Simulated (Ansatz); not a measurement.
`O=C([SiH3])[SiH2]S`, charge 0, multiplicity 1.

Task: Give a relaxed structure at PBE0-D4/def2-TZVP (Ansatz 0.2.0). (Best estimate.)

Result: Ansatz gave: 
```xyz
11

O     0.817    0.968   -1.212
C     0.309    0.397   -0.270
Si    0.487    1.180    1.496
Si   -0.671   -1.256   -0.564
S    -0.597   -1.575   -2.654
H    -0.012    0.222    2.517
H    -0.336    2.416    1.519
H     1.917    1.497    1.728
H    -0.012   -2.325    0.233
H    -2.048   -1.078   -0.031
H     0.146   -0.446   -2.762
```
This is one stationary point; other conformers may exist.
